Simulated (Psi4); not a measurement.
hydrogen fluoride, charge +1, doublet, at a GFN2-xTB geometry (a state made from the parent by changing its charge; the spin is typed, not shown lowest). Base run: HF/6-31G** (Psi4).

Psi4 was given this input:
```
memory 2 GB

molecule mol {
1 2
F    -0.000000   -0.000000   -0.104454
H     0.000000    0.000000    0.940088
}

set {
  basis 6-31g**
  reference uhf
  stability_analysis check
  scf_type pk
}

energy('scf')
print_variables()
```

The bond that is stretched is that between atoms 1 and 2. A test that says stable can miss a lower solution.

Each row names what was changed in the base input (with any setting that the change needs).

```
change                                                     ΔE vs base (mEh)  <S^2>
---------------------------------------------------------  ----------------  -----
base                                                                  0.000  0.755
stability_analysis = follow; reference = uhf                          0.000  0.755
bond × 1.25                                                          32.278  0.759
stability_analysis = follow; reference = uhf; bond × 1.25            32.278  0.759
bond × 1.5                                                           66.890  0.766
stability_analysis = follow; reference = uhf; bond × 1.5             66.890  0.766
bond × 1.8                                                           95.779  0.764
stability_analysis = follow; reference = uhf; bond × 1.8             95.779  0.764
bond × 2.2                                                            115.9  0.756
stability_analysis = follow; reference = uhf; bond × 2.2              115.9  0.756
bond × 3.0                                                            127.2  0.753
stability_analysis = follow; reference = uhf; bond × 3.0              127.2  0.753
```

On stretching, the SCF can end on different states; <S^2> shows the spin contamination of each.
